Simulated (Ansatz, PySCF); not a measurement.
Gas-phase reaction (SMILES): FB(F)F [trifluoroborane] + 3 [H][H] (H2) -> B (BH3) + 3 F (HF); energy of full hydrogenation.

Structures are relaxed separately at B3LYP-D3(BJ)/def2-TZVP in Ansatz (a quantum-chemistry and plane-wave program). Valence correlation only, unless marked. No spin-orbit coupling. Non-relativistic. CBS(X,Y): correlation extrapolated as X^-3; Hartree-Fock from the larger set. Thermal terms are rigid-rotor harmonic-oscillator values from B3LYP-D3(BJ) frequencies (PySCF) at 298.15 K and 1 atm. 1 Eh = 627.5095 kcal/mol.

| species | E, CCSD(T)/CBS(cc-pVTZ,cc-pVQZ) (Ansatz) (Eh) | E, PBE/def2-TZVPD (Ansatz) (Eh) | H - E (Eh) | G - E (Eh) |
|---|---|---|---|---|
| FB(F)F | -324.34859 | -324.38659 | 0.01684 | -0.01208 |
| [H][H] (H2) | -1.17450 | -1.16589 | 0.01336 | -0.00144 |
| B (BH3) | -26.54901 | -26.55229 | 0.03008 | 0.00872 |
| F (HF) | -100.39146 | -100.39521 | 0.01259 | -0.00713 |

**Question.** Work out ΔE and ΔH, ΔG, ΔS and the equilibrium constant at 298.15 K at the first level, then ΔH at the second.

**Answer.** 
1. ΔE = [(-26.54901) + 3×(-100.39146)] - [(-324.34859) + 3×(-1.17450)] = 0.14870 Eh = 93.3 kcal/mol at CCSD(T)/CBS(cc-pVTZ,cc-pVQZ).
2. The terms H - E add up to 0.01093 Eh, so ΔH = (0.14870 + (0.01093))×627.5095 = 100.2 kcal/mol.
3. The terms G - E add up to 0.00373 Eh, so ΔG = 95.7 kcal/mol, and ΔS = (0.01093 - (0.00373))×627509.5/298.15 = 15.2 cal/(mol K).
4. log10 K = -ΔG/(RT ln 10) = -70.2, with RT ln 10 = 1.3642 kcal/mol.
5. At PBE/def2-TZVPD the same steps give ΔE = 91.8 and ΔH = 98.7 kcal/mol, a shift of -1.5 from the first level.
6. These values are not checked against measurement here, since the tables used lack a sound gas-phase enthalpy of formation for at least one species.
